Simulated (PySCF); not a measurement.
Compound: C₅H₆OSe.
InChI=1S/C5H6OSe/c6-3-5-1-2-7-4-5/h1-2,4,6H,3H2

Level: PBE0/def2-SVPD in PySCF, non-relativistic, on one gas-phase PBE0-D3(BJ)/def2-SVP geometry that isn't relaxed in the solvent. The solvent is an IEF-PCM continuum (Bondi radii, 1.10 Å for H, scaled by 1.2), and excitations are vertical TDDFT with non-equilibrium linear response and a frozen core. The model holds no explicit solvent molecules, cavitation or dispersion. Spin–orbit coupling is left out although an atom past zinc is present.

Gas-phase singlets (H = HOMO, L = LUMO):

```tsv
state	E (eV)	λ (nm)	f	leading configuration
S1	5.339	232	0.130	H→L 80%
S2	5.376	231	0.001	H→L+1 86%
S3	5.579	222	0.005	H-1→L+1 84%
S4	5.597	222	0.048	H-1→L 79%
S5	6.364	195	0.037	H-2→L 60%
```

Problem. What are the lowest 5 singlets in benzene (ε = 2.271)?

Solution. 
```csv
state,E (eV),λ (nm),f,leading configuration,change by rank (eV)
S1,5.278,235,0.198,H→L 78%,-0.061
S2,5.410,229,0.000,H→L+1 83%,+0.034
S3,5.531,224,0.081,H-1→L 80%,-0.048
S4,5.613,221,0.004,H-1→L+1 84%,+0.016
S5,6.364,195,0.083,H→L+2 75%,0.000
```

Problem. What are the lowest 5 singlets in acetone (ε = 20.49)?

Solution. 
| state | E (eV) | λ (nm) | f | leading configuration | change by rank (eV) |
| --- | --- | --- | --- | --- | --- |
| S1 | 5.313 | 233 | 0.179 | H→L 75% | -0.026 |
| S2 | 5.488 | 226 | 0.001 | H→L+1 81% | +0.112 |
| S3 | 5.554 | 223 | 0.075 | H-1→L 76% | -0.025 |
| S4 | 5.672 | 219 | 0.004 | H-1→L+1 82% | +0.075 |
| S5 | 6.399 | 194 | 0.074 | H→L+2 71% | +0.035 |

Problem. How do the frontier levels move from gas to acetone?

Solution. 
```
orbital  gas (eV)  solvent (eV)  change (eV)
 LUMO+2      0.52          0.64        +0.12
 LUMO+1     -0.09          0.08        +0.17
   LUMO     -0.75         -0.68        +0.07
   HOMO     -6.90         -6.85        +0.05
 HOMO-1     -7.04         -6.99        +0.05
 HOMO-2     -8.26         -8.25        +0.01
 HOMO-3     -9.33         -9.27        +0.06
```

The HOMO–LUMO gap goes from 6.15 to 6.17 eV.

The values belong to the conformer `[OH:1][CH2:2][c:3]1[cH:4][cH:5][se:6][cH:7]1`: O1–C2–C3–C4 -46°, H–O1–C2–C3 -53°.
